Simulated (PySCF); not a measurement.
**Orbital energies, ionisation energy and electron affinity**

C7H12BN.
SMILES with atom numbers: `[CH3:1][C@@H:2]1[CH2:3][CH2:4][CH2:5][CH2:6][B:7]1[C:8]#[N:9]` (hydrogens: H10, H11, H12 on C1; H13 on C2; H14, H15 on C3; H16, H17 on C4; H18, H19 on C5; H20, H21 on C6)

Geometry (PBE0-D3(BJ)/def2-SVP, Å), atoms numbered from 1 in this order:
```
atom  x, y, z in Å
C1     2.275   -0.785   -0.596
C2     0.894   -0.476   -0.025
C3    -0.213   -1.363   -0.607
C4    -1.606   -0.999   -0.106
C5    -1.994    0.432   -0.462
C6    -1.022    1.459    0.118
B7     0.482    1.033    0.056
C8     1.583    2.112    0.236
N9     2.413    2.915    0.357
H10    2.526   -1.851   -0.481
H11    2.316   -0.552   -1.672
H12    3.062   -0.195   -0.104
H13    0.933   -0.683    1.074
H14    0.007   -2.422   -0.389
H15   -0.192   -1.275   -1.709
H16   -1.648   -1.130    0.992
H17   -2.346   -1.701   -0.523
H18   -3.023    0.641   -0.129
H19   -2.007    0.531   -1.562
H20   -1.185    2.474   -0.278
H21   -1.191    1.569    1.213
```

Level: PBE0/def2-SVPD (PySCF). Frontier orbitals with their largest atomic shares (Löwdin; up to four atoms above 4 %):

```
orbital  ε (eV)                           main atoms
 HOMO−3   -9.65   C5 15 %, C4 13 %, C2 12 %, C1 10 %
 HOMO−2   -9.37  C4 17 %, C3 14 %, C5 11 %, H16 11 %
 HOMO−1   -8.91   C2 13 %, C3 13 %, C6 11 %, C4 11 %
   HOMO   -8.28                                    ?
   LUMO   -2.13    B7 34 %, C8 18 %, N9 18 %, C6 8 %
 LUMO+1    0.27    B7 32 %, H21 7 %, H13 6 %, C6 6 %
 LUMO+2    0.75     N9 36 %, C8 31 %, B7 9 %, C6 4 %
```

Q: What vertical ionisation energy does ΔSCF give, and how far is −ε(HOMO) from it?

A: ΔSCF: 10.01 eV (966 kJ/mol; threshold wavelength 124 nm); ⟨S²⟩ of the doublet left behind is 0.755, against 0.75 for a pure doublet. −ε(HOMO) is 8.28 eV, 1.73 eV below it. In exact Kohn–Sham theory the two would be equal; PBE0 (global hybrid, 25 % exact exchange) falls short of its own ΔSCF value by 17 %. Holes in the HOMO−1 and HOMO−2 were tried too where these lie within 1.2 eV of the HOMO; the lowest converged state counts.

Q: On which atoms does the HOMO lie?

A: C2 (sp3 carbon bound to boron) 18 %, B7 (three-coordinate boron) 17 %, C6 (sp3 carbon bound to boron) 11 %, C3 (ring CH2 carbon) 8 %, so no atom holds as much as 40 %. The HOMO−1 lies 0.63 eV lower.

Q: And the vertical electron affinity, the fundamental gap, Mulliken's electronegativity and the hardness (with the factor ½)?

A: EA = 0.46 eV by ΔSCF (−ε(LUMO) = 2.13 eV). IE − EA = 9.55 eV against an orbital gap of 6.15 eV; (IE + EA)/2 = 5.24 eV; (IE − EA)/2 = 4.77 eV.

Q: The lowest singlet excitation (vertical TDDFT, same level) lies at 4.57 eV. How far is it below IE − EA?

A: IE − EA = 9.55 eV, so by 4.98 eV.

Q: What total energies stand behind the ΔSCF value?

A: E(N) = -352.91220 Eh and E(N − 1) = -352.54419 Eh at the same geometry, 0.36801 Eh apart. With one more electron, E(N + 1) = -352.92921 Eh.

Q: What kinetic energy would electrons from this vertical process carry with Lyman-α light (10.199 eV)?

A: 10.20 − 10.01 = 0.19 eV.

Isolated species at its PBE0-D3(BJ)/def2-SVP geometry (one conformer only).

The run behind these numbers computed excited states and ΔSCF ions as well. On one thread, Intel Xeon 6975P-C (x86_64), shared host with 192 logical CPUs at a one-minute load of 114, this took 6.4 min and 1.1 GiB of memory at its peak.
